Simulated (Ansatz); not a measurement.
Species: 2-ethenylselanylpropane, C5H10Se, net charge 0, singlet state. SMILES: C([Se]C=C)(C)C
Geometry: optimised at B3LYP-D3(BJ)/def2-TZVP (Ansatz, a program for electronic structure).

Property: size of the dipole moment, in D. Set-up: LANL2DZ with its own core potentials from Na on; no dispersion term unless named; 6-31G* and kin with 6d, 5d where marked; no spin-orbit coupling; non-relativistic. Ab initio and DFT rows: single points at B3LYP-D3(BJ) geometries (Ansatz).

```json
[
 {"level": "PBE/STO-3G", "program": "Ansatz", "size of the dipole moment (D)": "1.55"},
 {"level": "PBE/3-21G", "program": "Ansatz", "size of the dipole moment (D)": "1.49"},
 {"level": "PBE/LANL2DZ", "program": "Ansatz", "size of the dipole moment (D)": "1.74"},
 {"level": "PBE/6-31G*", "program": "Ansatz", "size of the dipole moment (D)": "1.69"},
 {"level": "PBE/def2-SVP", "program": "Ansatz", "size of the dipole moment (D)": "1.49"},
 {"level": "PBE/6-31G* with LANL2DZ past Ar", "program": "Ansatz", "size of the dipole moment (D)": "1.64"}
]
```

No value to compare with is used here. The 6 habitual levels span 1.49 (PBE/def2-SVP) to 1.74 D (PBE/LANL2DZ).

The sets are all those run for this method; left out are runs that failed, that the program found above a lower state of the same kind, or whose <S^2> lies over 0.5 above the pure value.
